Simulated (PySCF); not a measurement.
C₂H₄Cl, doublet, geometry from GFN2-xTB; SVWN5/STO-3G (PySCF).

The PySCF input:
```python
from pyscf import gto, scf, dft

mol = gto.M(
    atom='''
C     0.182802    0.897271   -0.013143
C     1.566145    0.549642   -0.026074
Cl   -0.841137   -0.711490    0.019050
H    -0.155495    1.399582    0.888154
H    -0.177877    1.377691   -0.917688
H     2.080916    0.329442    0.890428
H     2.058112    0.307139   -0.949446
''',
    basis='sto-3g',
    charge=0,
    spin=1,
    verbose=4,
)

mf = dft.UKS(mol)
mf.xc = 'lda,vwn'
mf.DIIS = scf.EDIIS
mf.kernel()
```

The log (banner, timings and long lists left out):

```
PySCF version 2.14.0

[INPUT] verbose = 4
[INPUT] num. atoms = 7
[INPUT] num. electrons = 33
[INPUT] charge = 0
[INPUT] spin (= nelec alpha-beta = 2S) = 1
[INPUT] symmetry False subgroup None
[INPUT] Mole.unit = angstrom
[INPUT] Symbol           X                Y                Z      unit          X                Y                Z       unit  Magmom
[...]
nuclear repulsion = 93.6610714308523
number of shells = 15
number of NR pGTOs = 69
number of NR cGTOs = 23
basis = sto-3g
ecp = {}

******** <class 'pyscf.dft.uks.UKS'> ********
method = UKS
initial guess = minao
damping factor = 0
level_shift factor = 0
DIIS = <class 'pyscf.scf.diis.EDIIS'>
diis_start_cycle = 1
diis_space = 8
diis_damp = 0
SCF conv_tol = 1e-09
SCF conv_tol_grad = None
SCF max_cycles = 50
direct_scf = True
direct_scf_tol = 1e-13
number electrons alpha = 17  beta = 16
XC library pyscf.dft.libxc version 7.1.2
    S. Lehtola, C. Steigemann, M. J. T. Oliveira, and M. A. L. Marques,  SoftwareX 7, 1–5 (2018)
XC functionals = lda,vwn
    P. A. M. Dirac,  Math. Proc. Cambridge Philos. Soc. 26, 376 (1930)
    F. Bloch,  Z. Phys. 57, 545 (1929)
    S. H. Vosko, L. Wilk, and M. Nusair,  Can. J. Phys. 58, 1200 (1980)
radial grids:
    Treutler-Ahlrichs [JCP 102, 346 (1995); DOI:10.1063/1.469408] (M4) radial grids

becke partition: Becke, JCP 88, 2547 (1988); DOI:10.1063/1.454033
pruning grids: <function nwchem_prune>
grids dens level: 3
symmetrized grids: False
atomic radii adjust function: <function treutler_atomic_radii_adjust>
small_rho_cutoff = 0
Set gradient conv threshold to 3.16228e-05
tot grids = 86352
init E= -530.263160787191

cycle= 1 E= -530.468762823293  delta_E= -0.206  |g|= 0.135  |ddm|= 2.29
cycle= 2 E= -530.424492093359  delta_E= 0.0443  |g|= 0.253  |ddm|= 0.966
cycle= 3 E= -530.487925309145  delta_E= -0.0634  |g|= 0.0959  |ddm|= 0.765
cycle= 4 E= -530.48792530904  delta_E= 1.05e-10  |g|= 0.0959  |ddm|= 1.42e-09
cycle= 5 E= -530.487925309042  delta_E= -2.05e-12  |g|= 0.0959  |ddm|= 2.85e-11
cycle= 6 E= -530.487925315518  delta_E= -6.48e-09  |g|= 0.0959  |ddm|= 8.69e-08
cycle= 7 E= -530.487925309125  delta_E= 6.39e-09  |g|= 0.0959  |ddm|= 8.57e-08
cycle= 8 E= -530.487925309188  delta_E= -6.21e-11  |g|= 0.0959  |ddm|= 8.27e-10
cycle= 9 E= -530.487925316934  delta_E= -7.75e-09  |g|= 0.0959  |ddm|= 1.04e-07
cycle= 10 E= -530.48861871379  delta_E= -0.000693  |g|= 0.0811  |ddm|= 0.0883
cycle= 11 E= -530.471905501553  delta_E= 0.0167  |g|= 0.16  |ddm|= 0.513
[...]
cycle= 22 E= -530.496050335988  delta_E= 6.82e-13  |g|= 0.00591  |ddm|= 1.91e-10
cycle= 23 E= -530.496050335995  delta_E= -7.5e-12  |g|= 0.00591  |ddm|= 2.56e-09
cycle= 24 E= -530.496050335876  delta_E= 1.2e-10  |g|= 0.00591  |ddm|= 4.23e-08
cycle= 25 E= -530.496050335951  delta_E= -7.5e-11  |g|= 0.00591  |ddm|= 2.67e-08
cycle= 26 E= -530.49605033595  delta_E= 4.55e-13  |g|= 0.00591  |ddm|= 3.6e-10
cycle= 27 E= -530.496050335992  delta_E= -4.21e-11  |g|= 0.00591  |ddm|= 1.47e-08
cycle= 28 E= -530.495187838456  delta_E= 0.000862  |g|= 0.0319  |ddm|= 0.0529
cycle= 29 E= -530.495781955108  delta_E= -0.000594  |g|= 0.0178  |ddm|= 0.0947
cycle= 30 E= -530.496019560807  delta_E= -0.000238  |g|= 0.00911  |ddm|= 0.0287
cycle= 31 E= -530.49601955984  delta_E= 9.67e-10  |g|= 0.00911  |ddm|= 1.57e-07
cycle= 32 E= -530.496019560139  delta_E= -2.99e-10  |g|= 0.00911  |ddm|= 4.87e-08
cycle= 33 E= -530.496019560481  delta_E= -3.42e-10  |g|= 0.00911  |ddm|= 5.56e-08
cycle= 34 E= -530.496019560511  delta_E= -3.05e-11  |g|= 0.00911  |ddm|= 4.85e-09
cycle= 35 E= -530.496019560522  delta_E= -1.09e-11  |g|= 0.00911  |ddm|= 1.91e-09
cycle= 36 E= -530.496019560328  delta_E= 1.95e-10  |g|= 0.00911  |ddm|= 3.17e-08
cycle= 37 E= -530.495867442547  delta_E= 0.000152  |g|= 0.0162  |ddm|= 0.0399
cycle= 38 E= -530.496059224599  delta_E= -0.000192  |g|= 0.00443  |ddm|= 0.0356
cycle= 39 E= -530.496059222409  delta_E= 2.19e-09  |g|= 0.00443  |ddm|= 5.65e-07
cycle= 40 E= -530.496059222447  delta_E= -3.83e-11  |g|= 0.00443  |ddm|= 1.24e-08
cycle= 41 E= -530.496059222343  delta_E= 1.04e-10  |g|= 0.00443  |ddm|= 2.59e-08
cycle= 42 E= -530.496059222597  delta_E= -2.54e-10  |g|= 0.00443  |ddm|= 6.54e-08
cycle= 43 E= -530.496059222533  delta_E= 6.41e-11  |g|= 0.00443  |ddm|= 1.7e-08
cycle= 44 E= -530.496059222126  delta_E= 4.07e-10  |g|= 0.00443  |ddm|= 1.07e-07
cycle= 45 E= -530.496046822887  delta_E= 1.24e-05  |g|= 0.00663  |ddm|= 0.00759
cycle= 46 E= -530.496027118429  delta_E= 1.97e-05  |g|= 0.00764  |ddm|= 0.0229
cycle= 47 E= -530.496073890024  delta_E= -4.68e-05  |g|= 0.00208  |ddm|= 0.0175
cycle= 48 E= -530.496073889904  delta_E= 1.2e-10  |g|= 0.00208  |ddm|= 8.18e-08
cycle= 49 E= -530.496073889785  delta_E= 1.18e-10  |g|= 0.00208  |ddm|= 7.04e-08
cycle= 50 E= -530.496073890437  delta_E= -6.52e-10  |g|= 0.00208  |ddm|= 3.67e-07
SCF not converged.
SCF energy = -530.496073890437 after 50 cycles  <S^2> = 0.75292464  2S+1 = 2.0029225
```

The run did not converge; its last values are not results.
